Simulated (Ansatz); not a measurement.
Abridged output of a molecular run in Ansatz:

```
Functional definition: HF
1114 factors; integrals over basis functions are off by at most 1.3e-3 eV
mean field evaluation 1: about -64243.7381 eV, gradient 5.1e1 eV
mean field evaluation 2: about -64243.7983 eV, gradient 5.1e1 eV
mean field evaluation 4: about -64248.6830 eV, gradient 3.3e0 eV
mean field evaluation 8: about -64248.7188 eV, gradient 2.2e-4 eV
mean field -64248.71879687 eV, -2361.0968664391 hartree, gradient 9.1e-6 eV, S^2 0.000000; 0 other end points of the search recorded, 0 dependent functions left out
13 core orbitals not correlated: weight in the atoms' cores, before any rotation towards them, 1.000 or more for the frozen orbitals, at most 0.000 for the correlated occupied ones
reference -64248.71879687 eV, -2361.0968664391 hartree; 21, 21 occupied and 79, 79 virtual orbitals, 1114 factors
second order -25.65690156 eV of doubles, -0.00000000 eV of singles
cycle   1  -25.44581997 eV  change    2.1e-1 eV  update   1.1e-1
cycle   2  -26.02013187 eV  change   -5.7e-1 eV  update   3.0e-2
cycle   3  -26.15493817 eV  change   -1.3e-1 eV  update   1.5e-2
cycle   4  -26.14721664 eV  change    7.7e-3 eV  update   3.0e-3
cycle   5  -26.14548593 eV  change    1.7e-3 eV  update   1.2e-3
cycle   6  -26.14583989 eV  change   -3.5e-4 eV  update   3.6e-4
cycle   7  -26.14565690 eV  change    1.8e-4 eV  update   1.1e-4
cycle   8  -26.14560824 eV  change    4.9e-5 eV  update   3.7e-5
cycle   9  -26.14559848 eV  change    9.8e-6 eV  update   1.3e-5
perturbative correction -0.60720058 eV, -0.0223142097 hartree
Total energy: -64275.47159593 eV, -2362.0800136709 hartree
```

Its atoms:

Z-matrix (Å, degrees):
```
Ge
N 1 1.794
O 1 1.764 2 104.9
N 1 1.806 2 108.9 3 129.8
F 1 1.744 2 116.9 3 -114.4
H 2 1.008 1 116.4 3 177.7
H 2 1.008 1 116.3 3 43.2
H 3 0.960 1 111.8 2 -148.3
H 4 1.009 1 115.5 2 -65.5
H 4 1.009 1 115.1 2 164.1
```

Q: Which basis set was used?
A. def2-QZVPP
B. cc-pV(T+d)Z
C. def2-SVP
D. cc-pV(Q+d)Z

A: C. It gives 113 functions.

Q: Write the keys of the input that set method, charge and spin (a neutral closed shell needs none for the last two).

A: 
```yaml
correlation: {method: ccsd_t}
```
